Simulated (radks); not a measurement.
These are the eigenvalues of the occupied orbitals of an atom or ion with whole-number occupations (eV). All-electron calculation, scalar-relativistic Kohn-Sham, PBE, spin-polarised, spherical densities, finite nucleus; Fermi nuclear charge, rms radius of each element as measured or else 0.836 A^(1/3) + 0.57 fm. Program: a radial shooting solver on a logarithmic mesh with Libxc functionals.

orbital  eigenvalue
1s up     -2651.335
2s up     -507.8207
2s down   -491.8211
2p up     -477.5673

Which element is it, and in what charge state? The configuration may be excited. Open shells, if any, are filled with parallel spins first.

Answer. Z = 15, phosphorus, charge +10: P10+ in 1s1 2s2 2p2. The list shows which subshells hold electrons but not how many an open one holds; the 1s level, -97.435 hartree, gives Z - s = 14.0 by -(Z - s)^2/2, which with screening and relativity narrows Z to a few neighbours, and the depths of the outer levels then fix element, charge and occupations together.
